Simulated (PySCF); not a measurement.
Calculated elemental compositions, with the atomic weights C 12.011, S 32.060, F 18.998, H 1.008, P 30.974, Si 28.085, Br 79.904.

(1) A compound of molar mass 110.12 g/mol holds 34.50 % fluorine, 29.11 % sulfur, 3.66 % hydrogen and 32.72 % carbon by mass. What is its formula?

(2) A compound of molar mass 162.32 g/mol holds 34.60 % silicon, 19.08 % phosphorus, 37.00 % carbon and 9.31 % hydrogen by mass. What is its formula?

(3) A compound of molar mass 120.98 g/mol holds 4.17 % hydrogen, 66.05 % bromine and 29.79 % carbon by mass. What is its formula?

## Answers

(1) Atoms of each element: F 2.00, S 1.00, H 4.00, C 3.00. So C3H4F2S. One species with this formula is `C(C(F)F)(C)=S`.

(2) Dividing out the atomic weights: Si 2.00, P 1.00, C 5.00, H 14.99. So C5H15PSi2. One species with this formula is `P[SiH2][SiH2]C1CCCC1`.

(3) Atoms of each element: H 5.00, Br 1.00, C 3.00. So C3H5Br. One species with this formula is `BrCC=C`.
